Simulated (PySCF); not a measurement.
# Worked example: oscillator strength and radiative lifetime

GeBrI, SMILES [Br][Ge][I] (connectivity only; charge and spin as stated), neutral, multiplicity 1.

Geometry optimised at B3LYP-D3(BJ)/def2-SVP. The def2 effective core potentials stand for the cores of I; spin–orbit coupling is left out.

PySCF with TDDFT-LC-ωPBE/def2-SVPD puts the first singlet state with f over 0.02 at 4.35 eV (vertical), with the transition dipole (-0.042, -0.494, 0.000) in atomic units.

Find the oscillator strength, the wavelength and the radiative lifetime that this transition would have in vacuum if emission retraced absorption.


|μ|² = 0.2458 au, so |μ| = 1.26 D. ΔE = 4.35/27.211 = 0.1599 hartree. f = (2/3) ΔE |μ|² = 0.026 (the program prints 0.026).
λ = 1239.84/4.35 = 285 nm; ν = 35085 cm⁻¹.
Einstein's coefficient A = 0.6670 ν² f s⁻¹ (ν in cm⁻¹) = 2.2e7 s⁻¹, so τ = 1/A = 46 ns. This state is S3; the lower singlets have f = 0.006, 0.000. The figure is the radiative limit of this one transition; relaxation, internal conversion, crossing to triplets and a medium change what is measured.
